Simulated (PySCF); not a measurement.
## `O[C@@H]1[C@]2(CC)C[C@@H]2C1`, C₇H₁₂O

Molfile (atoms numbered from 1):
```
C7H12O
     RDKit          3D

 20 21  0  0  0  0  0  0  0  0999 V2000
    2.1692    0.4236    1.0403 C   0  0  0  0  0  0  0  0  0  0  0  0
    0.7078    0.3249    1.4769 C   0  0  0  0  0  0  0  0  0  0  0  0
   -0.1782   -0.1141    0.3468 C   0  0  1  0  0  0  0  0  0  0  0  0
   -0.4037   -1.5478   -0.0322 C   0  0  0  0  0  0  0  0  0  0  0  0
   -1.5750   -0.6928    0.3455 C   0  0  2  0  0  0  0  0  0  0  0  0
   -1.9642    0.1617   -0.8531 C   0  0  0  0  0  0  0  0  0  0  0  0
   -0.5396    0.7587   -0.8634 C   0  0  2  0  0  0  0  0  0  0  0  0
    0.1609    0.5238   -2.0571 O   0  0  0  0  0  0  0  0  0  0  0  0
    2.5052   -0.5256    0.6285 H   0  0  0  0  0  0  0  0  0  0  0  0
    2.2908    1.1947    0.2819 H   0  0  0  0  0  0  0  0  0  0  0  0
    2.8037    0.6779    1.8861 H   0  0  0  0  0  0  0  0  0  0  0  0
    0.6184   -0.3917    2.2968 H   0  0  0  0  0  0  0  0  0  0  0  0
    0.3725    1.2985    1.8468 H   0  0  0  0  0  0  0  0  0  0  0  0
   -0.0894   -2.2857    0.6911 H   0  0  0  0  0  0  0  0  0  0  0  0
   -0.2818   -1.8505   -1.0622 H   0  0  0  0  0  0  0  0  0  0  0  0
   -2.2237   -0.9177    1.1752 H   0  0  0  0  0  0  0  0  0  0  0  0
   -2.7349    0.8995   -0.6465 H   0  0  0  0  0  0  0  0  0  0  0  0
   -2.2154   -0.3912   -1.7564 H   0  0  0  0  0  0  0  0  0  0  0  0
   -0.5306    1.8302   -0.6176 H   0  0  0  0  0  0  0  0  0  0  0  0
    1.1028    0.6343   -1.8900 H   0  0  0  0  0  0  0  0  0  0  0  0
  1  2  1  0
  3  2  1  1
  3  4  1  0
  4  5  1  0
  5  6  1  0
  6  7  1  0
  7  8  1  0
  5  3  1  0
  7  3  1  0
  1  9  1  0
  1 10  1  0
  1 11  1  0
  2 12  1  0
  2 13  1  0
  4 14  1  0
  4 15  1  0
  5 16  1  1
  6 17  1  0
  6 18  1  0
  7 19  1  1
  8 20  1  0
M  END
```

The calculation used PySCF, TDDFT B3LYP/def2-SVPD circular dichroism and optical rotation, one conformer, gas phase. Geometry: GFN2-xTB.

The molecule is flexible and this is one conformer; a measurement averages over conformers. States above about 7.1 eV (minus the energy of the highest occupied orbital) lie near or above the ionisation threshold and depend on the basis.

**Question.** Draw the ECD and absorption spectra from the lowest 8 states, each a Gaussian of half-width 0.35 eV at 1/e height.

**Answer.** 
| E (eV) | λ (nm) | Δε (L mol⁻¹ cm⁻¹) | ε (L mol⁻¹ cm⁻¹) |
| --- | --- | --- | --- |
| 5.86 | 212 | +0.47 | 43 |
| 6.01 | 206 | +1.26 | 125 |
| 6.16 | 201 | +2.18 | 268 |
| 6.31 | 196 | +1.88 | 458 |
| 6.46 | 192 | -0.97 | 721 |
| 6.61 | 188 | -5.50 | 1120 |
| 6.76 | 183 | -9.14 | 1630 |
| 6.91 | 179 | -11.60 | 2120 |
| 7.06 | 176 | -15.73 | 2560 |
| 7.21 | 172 | -21.77 | 2900 |
| 7.36 | 168 | -24.34 | 2810 |
| 7.51 | 165 | -19.54 | 2090 |

Δε uses R in velocity form, ε uses f in length form. Only the states computed contribute, so the short-wavelength end is incomplete.
